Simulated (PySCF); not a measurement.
C5H13NSi (charge +1 and doublet state).
Geometry (GFN2-xTB, Å), atoms numbered from 1 in this order:
```xyz
20
C5H13NSi angstrom
C     -2.8526   -0.6978    0.0110
C     -1.5123   -0.9059   -0.6257
Si    -0.1761    0.2453    0.2712
N     -0.5522    1.8860    0.0192
C      1.3372   -0.2963   -0.7718
C      2.4998    0.6401   -0.8595
C      2.5963   -0.6096   -0.0272
H     -3.2250    0.3122   -0.1350
H     -3.5627   -1.3816   -0.4650
H     -2.8502   -0.9330    1.0721
H     -1.1665   -1.9309   -0.5122
H     -1.5182   -0.6329   -1.6787
H     -0.1201   -0.0076    1.7037
H     -0.8288    2.5246    0.7490
H     -0.5201    2.3450   -0.8797
H      1.1283   -0.9010   -1.6445
H      3.0258    0.6955   -1.8009
H      2.4702    1.5765   -0.3262
H      2.6348   -0.4739    1.0424
H      3.1874   -1.4439   -0.3744
```

The hyperfine couplings belong to this conformer and change with its torsions.

As a line formula: `C1([Si@@H]([NH2+])CC)CC1` [radical] (charge +1).

Method used: UKS B3LYP, pcH-1 on C H N Si, non-relativistic, mean-field spin-orbit, GIAO in PySCF. The structure is a single GFN2-xTB conformer in the gas phase; no vibrational or solvent corrections. GFN2-xTB frequencies show an imaginary mode (28i cm⁻¹), so this geometry is no minimum at that level. Couplings are sensitive to structure, and on GFN2-xTB geometries they can be far from those on DFT ones, by a factor of two or more for some ions and for spin on atoms past the first row. No stability test was run, so a lower SCF solution isn't excluded.

What is the g tensor, term by term?

| Δg (ppm) | 1 | 2 | 3 |
| --- | --- | --- | --- |
| relativistic mass correction | -181 | -181 | -181 |
| gauge correction | 18 | 42 | 43 |
| orbital Zeeman/spin–orbit | 411 | 2694 | 4459 |
| total | 247 | 2555 | 4321 |

So g = 2.00257, 2.00487, 2.00664 and g_iso = 2.00469; the tensor is rhombic: the two nearest values differ by 43 % of g3 − g1. Axes: g3 points within 5° of the N4–H15 bond.

How much does each term add to the isotropic shift?

The orbital-Zeeman/spin–orbit term 2521, the mass correction -181 and the gauge correction 34 ppm, for a total of 2374 ppm. The orbital-Zeeman/spin–orbit term is the largest in size. The mass correction is the same along every axis, so the anisotropy comes from the other two: their spans along these axes are 25 (gauge) and 4048 ppm (orbital Zeeman/spin–orbit).

At 94.267 GHz, how far is the centre of the isotropic spectrum from where a free electron (g = 2.002319) resonates?

B = hν/(g μB) with μB/h = 13.99624 MHz/mT gives 3363.68 mT for the free electron and 3359.70 mT at g_iso, 3.98 mT lower.

In a frozen sample, at which fields do the three g values resonate at 9.5, 34, 94 and 263 GHz (hyperfine left aside), and which band first spreads them over more than twice a line width of 1.0 mT?

| band | GHz | B(g3) mT | B(g2) mT | B(g1) mT | spread mT |
| --- | --- | --- | --- | --- | --- |
| X | 9.5 | 338.25 | 338.55 | 338.94 | 0.69 |
| Q | 34.0 | 1210.59 | 1211.66 | 1213.05 | 2.46 |
| W | 94.0 | 3346.93 | 3349.88 | 3353.74 | 6.81 |
| J | 263.0 | 9364.29 | 9372.54 | 9383.34 | 19.05 |

The spread grows in proportion to the frequency. Q band is the first where it exceeds 2.0 mT.

The Mulliken spin populations are largest on C2 (+0.32), N4 (+0.31), C5 (+0.16) and C7 (+0.08). Three atoms exceed +0.15.

The HOMO–LUMO gaps are 8.32 eV among the α and 2.21 eV among the β orbitals.
